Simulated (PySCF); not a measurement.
## Electron correlation in Si⁺ (silicon, charge +1)

[Ne] 3s2 3p1, 2P determinant. All numbers are calculated (PySCF 2.14, the spin-free X2C one-electron Hamiltonian (Gaussian nucleus), in cc-pVTZ-DK). Frozen: [Ne]; 3 electrons correlated.

MP2 pair energies summed by pair of shells (mhartree):

```tsv
pair	energy	share (%)
3s-3s	-22.85	55.3
3s-3p	-18.44	44.7
```

Total MP2 correlation energy: -41.30 mhartree.

Same-spin part -2.74 and opposite-spin part -38.56 mhartree; SCS-MP2 scales them by 1/3 and 6/5 to -47.19 mhartree.

```json
{"level": "CCSD", "correlation energy (mhartree)": "-58.36"}
{"level": "(T)", "correlation energy (mhartree)": "-1.07"}
{"level": "CCSD(T)", "correlation energy (mhartree)": "-59.43"}
```

Diagnostics: T1 = 0.014, D1 = 0.0314, largest double amplitude 0.105.

Task: Is a single reference adequate?

Result: Mostly. T1 lies below 0.03, but a double amplitude of this size points to a near-degeneracy that CCSD handles and MP2 describes poorly.
